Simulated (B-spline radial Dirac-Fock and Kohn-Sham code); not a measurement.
# K-shell conversion coefficients of Ir against transition energy

The computed values come from a radial finite-basis atomic code: a Dirac-Hartree-Slater potential of the neutral atom with a Latter tail (no hole, which puts coefficients of high multipoles low close above an edge), finite nucleus with surface currents. Subshells within 1 keV of threshold and pair formation are left out.

```
energy (keV)       E2       E3       E5       M1       M3       M4
         100    0.746     1.25     3.53     5.10      106      238
         116    0.594     1.29     6.65     3.33     70.8      200
         200    0.169    0.479     4.27    0.713     10.9     35.5
         233    0.114    0.325     2.86    0.467     6.27     19.7
         251   0.0946    0.267     2.31    0.380     4.78     14.7
         341   0.0436    0.118    0.900    0.165     1.58     4.34
         447   0.0229   0.0588    0.379   0.0804    0.612     1.51
         500   0.0177   0.0444    0.266   0.0599    0.418    0.982
         634   0.0106   0.0251    0.127   0.0323    0.191    0.408
         902  0.00519   0.0113   0.0452   0.0131   0.0637    0.120
        1000  0.00425  0.00906   0.0339   0.0101   0.0469   0.0853
        1080  0.00367  0.00769   0.0275  0.00835   0.0375   0.0666
        1400  0.00226  0.00450   0.0139  0.00437   0.0181   0.0299
        1520  0.00195  0.00381   0.0113  0.00357   0.0145   0.0235
        1560  0.00186  0.00362   0.0106  0.00334   0.0135   0.0218
        2000  0.00118  0.00221  0.00582  0.00181  0.00702   0.0108
        2190  0.00100  0.00185  0.00471  0.00145  0.00557  0.00844
```

Task: How fast do they fall between 1560 and 2190 keV?

Result: As powers of the energy: E2 E^-1.81, E3 E^-1.98, E5 E^-2.39, M1 E^-2.46, M3 E^-2.61, M4 E^-2.79. Within one type (E or M) the higher multipoles fall faster.
